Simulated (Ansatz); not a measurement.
The same path of CH5AlBN (9 atoms, charge 0, multiplicity 1) was run twice with different band settings. The coordinate that changes most is the dihedral H5–B1–Al2–N4.

Computed with RKS PBE0-D4/def2-SVP in Ansatz.

Relaxed end points:

```xyz
9
Properties=species:S:1:pos:R:3
B -0.949 1.763 -1.321
Al -0.111 0.204 -0.190
C 0.674 -1.485 0.411
N 0.428 -0.382 1.359
H -0.259 2.587 -1.877
H -2.142 1.854 -1.493
H 0.066 -2.397 0.541
H 1.729 -1.742 0.210
H 0.654 -0.449 2.342
```

```xyz
9
Properties=species:S:1:pos:R:3
B -0.946 1.763 -1.323
Al -0.114 0.204 -0.190
C 0.667 -1.487 0.413
N 0.434 -0.379 1.358
H -2.142 1.870 -1.476
H -0.253 2.573 -1.896
H 0.054 -2.396 0.552
H 1.719 -1.752 0.206
H 0.671 -0.442 2.339
```

Common settings: climbing image yes; spring 5.0 eV/Å²; optimiser quadratic models (default); start path IDPP; force threshold 0.05 eV/Å; end points relaxed.

| run | movable images | iteration limit |
| --- | --- | --- |
| 1 | 7 | 59 |
| 2 | 1 | 60 |

Problem. What does each run give, and how far can it be trusted?

Solution. Run 1: converged after 6 iterations, highest image 0.091 eV above the first end. A vibrational analysis at the climbing image gives one clearly imaginary mode, 182i cm⁻¹: a first-order saddle point.
Run 2: converged after 7 iterations, highest image 0.091 eV above the first end. The dihedral H5–B1–Al2–N4 jumps by 92° between images 0 and 1, so the path isn't resolved there. Another band between the same ends (7 images) ends at a top of the same energy, where a vibrational analysis finds 1 clearly imaginary mode. So few images can step over the top or miss a turn of the path.
